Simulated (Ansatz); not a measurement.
`FC(F)C1(F)OC1(F)F` → `FC1(F)OC1(F)F` + `[CH]F` at 700 K and 1 bar (formal loss of a carbene).

Calculated with Ansatz (gas phase, PBE0-D4/def2-TZVP geometries, no zero-point term in ΔE). CCSD(T)/CBS is the MP2 limit (def2-TZVPP, def2-QZVPP) plus CCSD(T) − MP2 in def2-TZVPP, frozen cores. This one scheme is used for every species. Each species was taken in one conformer, which may not be the lowest.

| species | CCSD(T)/CBS energy (Eh) | H − E (kJ/mol) | S (J/(mol·K)) |
| --- | --- | --- | --- |
| `FC(F)C1(F)OC1(F)F` | -688.82508 | 210.8 | 498.7 |
| `FC1(F)OC1(F)F` | -550.38209 | 133.0 | 405.8 |
| `[CH]F` | -138.29972 | 58.3 | 255.7 |

H − E and S are ideal-gas, rigid-rotor, harmonic terms from PBE0-D4/def2-TZVP, for one conformer and one mirror image of each species. 1 Eh = 2625.50 kJ/mol, R = 8.31446 J/(mol·K).

By hand: ΔE, ΔH, ΔS and ΔG.

ΔE = (-550.38209) + (-138.29972) − (-688.82508) = 0.14327 Eh = 376.2 kJ/mol. Δ(H − E) = 133.0 + 58.3 − 210.8 = -19.5, so ΔH = 356.7 kJ/mol. ΔS = 405.8 + 255.7 − 498.7 = 162.8 J/(mol·K). ΔG = 356.7 − 700 × (162.8)/1000 = 242.7 kJ/mol.

By hand: the equilibrium constant, and the temperature at which ΔG would vanish if ΔH and ΔS stayed fixed.

log₁₀ K = −ΔG/(RT ln 10) = -18.1. ΔG = 0 at ΔH/ΔS = 2191 K.

The number of gas molecules changes by +1, which sets the sign of ΔS. A doubt of 5 kJ/mol in ΔE shifts log₁₀ K by 0.4 here. Other conformers and mirror images would add mixing entropy, several J/(mol·K) or more a flexible species. Modes under 60 cm⁻¹, often nearly free rotors, make the harmonic entropy too high. These are equilibria of isolated gas molecules and say nothing of rates. Largest T1 diagnostic: 0.018 (customary marks: 0.02 for closed shells, 0.045 for open ones).
